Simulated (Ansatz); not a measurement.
```yaml
crystal:
  periodic: [false, false, false]
  atoms:
    - {symbol: O, position_ang: [-1.671600, 0.709333, -1.024172]}
    - {symbol: Sb, position_ang: [-0.395127, -0.765682, -1.165866]}
    - {symbol: C, position_ang: [0.918365, -0.267735, 0.418524]}
    - {symbol: O, position_ang: [-0.101933, -1.145867, 0.792742]}
    - {symbol: H, position_ang: [-1.462879, 1.335579, -0.325123]}
    - {symbol: H, position_ang: [0.845418, 0.744190, 0.823932]}
    - {symbol: H, position_ang: [1.929055, -0.677818, 0.434161]}
basis:
  gaussian: {orbitals: STO-3G}
magnetization: {spin_polarized: true, initial_magnetization: 1}
hamiltonian: {xc: {name: B3LYP5}}
```

```sh
$ ansatz run in.yaml --threads 2 --pin off --events-out ev --progress --plain --max-ram 4352MiB
```

Shortened log:

```
Error: a molecule whose nuclei and cores have a total charge of 76 cannot have a net charge of 0 together with 1 unpaired electrons
```

Problem. Something in this input is off. What?

Solution. The number of unpaired electrons doesn't fit the electron count. The program refused the input.

B3LYP here is the variant with VWN-RPA as its local correlation; programs differ in this.
